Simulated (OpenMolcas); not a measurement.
**V3+: ligand-field states by method**

V3+ with 6 ligands (oxide) in trigonal antiprismatic coordination (D3d) at 2.02 Å, a polar angle of 56.9° against the regular 54.74°. A charge of +1.5 e stands 2.4 Å behind each ligand. Ligand basis ANO-RCC-VDZP.
```
V     0.0000    0.0000    0.0000
O     0.0000    1.6927    1.1024
O    -1.4659   -0.8463    1.1024
O     1.4659   -0.8463    1.1024
O     0.0000   -1.6927   -1.1024
O     1.4659    0.8463   -1.1024
O    -1.4659    0.8463   -1.1024
```

```yaml
Program: OpenMolcas
Basis: ANO-RCC-VTZP [6s5p3d2f1g]
Scalar_Hamiltonian: DKH2, point nucleus
Active_space: 2 electrons in 5 orbitals (3d)
State_averaging: 2S+1 = 3 even, 10 roots; 2S+1 = 1 even, 15 roots
Spin-orbit_coupling: RASSI with atomic mean-field integrals over the reference wave functions
```

I. CASSCF
II. SS-CASPT2, IPEA 0.25 Eh, imaginary shift 0.1 Eh (closed shells correlated: 3s 3p and the ligand valence shells)
III. SS-CASPT2, IPEA 0 Eh, imaginary shift 0.1 Eh (closed shells correlated: 3s 3p and the ligand valence shells)

Spin-free states (labels of D3, the rotations of D3d) in cm-1, each column counted from its own energy of the first state listed:

```json
{"State": "3A2", "Degeneracy": "1", "I": "0", "II": "0", "III": "0"}
{"State": "3E", "Degeneracy": "2", "I": "147", "II": "-100", "III": "-160"}
{"State": "3E", "Degeneracy": "2", "I": "8622", "II": "7360", "III": "6540"}
{"State": "3A1", "Degeneracy": "1", "I": "8883", "II": "7450", "III": "6120"}
{"State": "1A1", "Degeneracy": "1", "I": "13995", "II": "8050", "III": "7480"}
{"State": "1E", "Degeneracy": "2", "I": "14115", "II": "8570", "III": "8210"}
{"State": "1E", "Degeneracy": "2", "I": "14684", "II": "9740", "III": "9540"}
{"State": "3A2", "Degeneracy": "1", "I": "18719", "II": "18280", "III": "17580"}
{"State": "3E", "Degeneracy": "2", "I": "21561", "II": "16780", "III": "15740"}
{"State": "3A2", "Degeneracy": "1", "I": "22663", "II": "18510", "III": "17460"}
{"State": "1A1", "Degeneracy": "1", "I": "24259", "II": "17980", "III": "16730"}
{"State": "1E", "Degeneracy": "2", "I": "24452", "II": "18090", "III": "16820"}
{"State": "1A1", "Degeneracy": "1", "I": "26452", "II": "17960", "III": "16020"}
{"State": "1E", "Degeneracy": "2", "I": "26840", "II": "20180", "III": "18810"}
{"State": "1A2", "Degeneracy": "1", "I": "27074", "II": "20780", "III": "19440"}
{"State": "1E", "Degeneracy": "2", "I": "33378", "II": "27880", "III": "27020"}
{"State": "1A1", "Degeneracy": "1", "I": "54242", "II": "41360", "III": "39370"}
```

II puts a state of multiplicity 3 lowest, 100 cm-1 below that state. III puts a state of multiplicity 3 lowest, 160 cm-1 below that state.

From I to II, I's first state of another spin (1A1) moves from 13995 to 8050 cm-1, by about -5900 cm-1.

χT at 300 K: I 0.89, II 0.89, III 0.89 cm3 K/mol.

Roots that are degenerate in the reference are averaged as groups; the widest CASPT2 spread within a group is 160 cm-1 (the 2-fold group of multiplicity 1 near 20300 cm-1 above the lowest state of its run, II). Shifts and gaps below about the spread of the groups concerned are not significant. Over all roots computed the reference weight is 0.60 to 0.62 in II, 0.58 to 0.62 in III; a low but even weight reflects the number of correlated electrons. The oxide ions are held by bare point charges, a crude embedding. Ligand-to-metal charge-transfer states are missing. With no ligand orbital active B as a rule stays too high, so bands that hang on it stand too high and its fall with covalency is understated. Without dynamic correlation the repulsion within the d shell is too large (B by tens of per cent), so at a given field states of lower spin stand too high (holds for I). With metal d orbitals alone and no dynamic correlation the field as a rule comes out too small, by tens of per cent, by up to half for chloride and softer ligands (holds for I). An orbital doublet at a regular site is open to a Jahn-Teller distortion, which this geometry leaves out (holds for II; III). With one d shell and no ligand orbital active, 10Dq can be off by a tenth or more (holds for II; III). No measured value stands beside these numbers; the geometry was imposed, not optimised, and the real ion may take another.
